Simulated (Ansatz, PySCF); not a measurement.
Breaking the Se1–F2 bond in FHOSe (SMILES O[Se]F) (multiplicity 1 held, fragments rigid). Energies count from the point at 1.771 Å.
Geometry at that point (charge 0, multiplicity 1):
```xyz
4

Se     0.0859     0.0079     0.3948
F     -0.0116     1.3366    -0.7719
O     -0.2068    -1.3541    -0.7078
H     -1.1618    -1.4657    -0.8125
```

R- and RO- levels are restricted; in cc, def2 and unpolarised 6-31G sets they are followed outwards from rest. Left out are points that failed, MP2 points in a non-variational dive below the minimum, coupled-cluster points behind a sign of a changed root (a jump of the amplitudes, or a one-step jump against full CI or MRCI), small-basis points behind a change of solution, and semi-empirical points at long bonds.

Frozen-core correlation. Filled d and f shells under p-block atoms count as core. Rows in LANL2DZ carry no dispersion term and start afresh at each structure. LANL2DZ brings its own core potentials from Na on.

The values were computed with Ansatz (Gaussian basis) for Hartree–Fock, density functionals and correlated methods; PySCF for LANL2DZ rows. Each number belongs to the level named beside it.

Energies in eV.

```csv
R (Å),R-PBE/cc-pVTZ,R-B3LYP/LANL2DZ,R-B3LYP/cc-pVTZ,R-MP2/cc-pVTZ,R-CCSD(T)/cc-pVTZ
1.417,3.16,4.28,3.01,2.88,2.88
1.594,0.58,1.05,0.51,0.44,0.44
1.771,0.00,0.00,0.00,0.00,0.00
1.948,0.21,-0.07,0.27,0.35,0.34
2.125,0.71,0.29,0.83,0.98,0.94
2.391,1.55,1.07,1.75,2.00,1.88
2.656,2.30,1.82,2.57,2.90,2.60
3.099,3.20,2.78,3.58,4.01,2.90
3.542,3.73,3.38,4.20,4.60,1.76
4.073,4.08,3.80,4.64,4.75,-0.40
4.781,4.30,left out,4.93,4.31,-1.92
5.667,4.40,left out,5.10,3.32,-2.10
```

Doubts at one or more of the structures used: a restricted determinant that unrestricted orbitals would lower (R-PBE/cc-pVTZ, R-B3LYP/LANL2DZ, R-B3LYP/cc-pVTZ, R-MP2/cc-pVTZ, R-CCSD(T)/cc-pVTZ); other coupled-cluster roots lie near (R-CCSD(T)/cc-pVTZ); T1 above 0.05 (R-CCSD(T)/cc-pVTZ).

Ansatz is an electronic-structure program.
